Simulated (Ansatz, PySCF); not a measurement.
Ways to break one bond of N[SiH2]N[SiH3]:

A. N[SiH2]N[SiH3] → N[SiH2]N[SiH2] + H atom
B. N[SiH2]N[SiH3] -> N[SiH2][N][SiH3] + H atom
C. N[SiH2]N[SiH3] → [NH][SiH3] + N[SiH2]
D. N[SiH2]N[SiH3] -> [SiH3] (SiH3) + [NH][SiH2]N
E. N[SiH2]N[SiH3] -> [NH][SiH2]N[SiH3] + H atom
F. N[SiH2]N[SiH3] -> N[SiH]N[SiH3] + H atom

Quantity: bond dissociation energy (enthalpy at 298 K, with B3LYP-D3(BJ) rigid-rotor harmonic-oscillator terms), kcal/mol. Structures are relaxed separately at B3LYP-D3(BJ)/def2-TZVP in Ansatz (a first-principles code), one conformer each, not searched for the lowest. Frequencies are from Ansatz or PySCF. Correlated levels leave the core frozen unless marked. Open shells are spin-unrestricted. No spin-orbit coupling. Non-relativistic. CBS(X,Y): correlation extrapolated as X^-3; Hartree-Fock from the larger set. The bracket is a focal-point correction in the basis named.

```json
[
 {"": "A", "PBE0/def2-TZVP (Ansatz)": "86.0", "B2GP-PLYP/def2-TZVPD (Ansatz)": "89.0", "MP2/6-31G (Ansatz)": "70.9", "RI-MP2/CBS(aug-cc-pV(T+d)Z,aug-cc-pV(Q+d)Z)+[CCSD(T)-MP2]/aug-cc-pV(T+d)Z (Ansatz)": "?"},
 {"": "B", "PBE0/def2-TZVP (Ansatz)": "105.1", "B2GP-PLYP/def2-TZVPD (Ansatz)": "108.2", "MP2/6-31G (Ansatz)": "104.5", "RI-MP2/CBS(aug-cc-pV(T+d)Z,aug-cc-pV(Q+d)Z)+[CCSD(T)-MP2]/aug-cc-pV(T+d)Z (Ansatz)": "?"},
 {"": "C", "PBE0/def2-TZVP (Ansatz)": "106.1", "B2GP-PLYP/def2-TZVPD (Ansatz)": "110.8", "MP2/6-31G (Ansatz)": "101.4", "RI-MP2/CBS(aug-cc-pV(T+d)Z,aug-cc-pV(Q+d)Z)+[CCSD(T)-MP2]/aug-cc-pV(T+d)Z (Ansatz)": "?"},
 {"": "D", "PBE0/def2-TZVP (Ansatz)": "102.6", "B2GP-PLYP/def2-TZVPD (Ansatz)": "107.1", "MP2/6-31G (Ansatz)": "95.9", "RI-MP2/CBS(aug-cc-pV(T+d)Z,aug-cc-pV(Q+d)Z)+[CCSD(T)-MP2]/aug-cc-pV(T+d)Z (Ansatz)": "?"},
 {"": "E", "PBE0/def2-TZVP (Ansatz)": "106.7", "B2GP-PLYP/def2-TZVPD (Ansatz)": "108.9", "MP2/6-31G (Ansatz)": "103.6", "RI-MP2/CBS(aug-cc-pV(T+d)Z,aug-cc-pV(Q+d)Z)+[CCSD(T)-MP2]/aug-cc-pV(T+d)Z (Ansatz)": "?"},
 {"": "F", "PBE0/def2-TZVP (Ansatz)": "88.5", "B2GP-PLYP/def2-TZVPD (Ansatz)": "91.5", "MP2/6-31G (Ansatz)": "73.1", "RI-MP2/CBS(aug-cc-pV(T+d)Z,aug-cc-pV(Q+d)Z)+[CCSD(T)-MP2]/aug-cc-pV(T+d)Z (Ansatz)": "?"}
]
```

**Question.** Some entries are withheld; supply them.

**Answer.** 
- A, RI-MP2/CBS(aug-cc-pV(T+d)Z,aug-cc-pV(Q+d)Z)+[CCSD(T)-MP2]/aug-cc-pV(T+d)Z (Ansatz): 92.1
- B, RI-MP2/CBS(aug-cc-pV(T+d)Z,aug-cc-pV(Q+d)Z)+[CCSD(T)-MP2]/aug-cc-pV(T+d)Z (Ansatz): 112.0
- C, RI-MP2/CBS(aug-cc-pV(T+d)Z,aug-cc-pV(Q+d)Z)+[CCSD(T)-MP2]/aug-cc-pV(T+d)Z (Ansatz): 114.8
- D, RI-MP2/CBS(aug-cc-pV(T+d)Z,aug-cc-pV(Q+d)Z)+[CCSD(T)-MP2]/aug-cc-pV(T+d)Z (Ansatz): 110.7
- E, RI-MP2/CBS(aug-cc-pV(T+d)Z,aug-cc-pV(Q+d)Z)+[CCSD(T)-MP2]/aug-cc-pV(T+d)Z (Ansatz): 112.3
- F, RI-MP2/CBS(aug-cc-pV(T+d)Z,aug-cc-pV(Q+d)Z)+[CCSD(T)-MP2]/aug-cc-pV(T+d)Z (Ansatz): 94.7
